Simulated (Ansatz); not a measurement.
C2H7BO2, SMILES OB(CC)O.

The structure is a stationary point at PBE0-D3(BJ)/def2-SVP. Other conformers were not sampled.

Two levels are set side by side: PBE/def2-SVPD (Ansatz, a first-principles code) and PBE0/def2-SVPD (Ansatz). Energy differences of separate SCF runs at the same geometry; the states with an electron removed or added have multiplicity 2 and 2. Differences are taken from unrounded values.

```
quantity                            PBE0    PBE  PBE minus PBE0
---------------------------------  -----  -----  --------------
vertical ionisation energy (eV)    10.93  10.47           -0.46
vertical singlet–triplet gap (eV)   7.67   7.02           -0.65
```
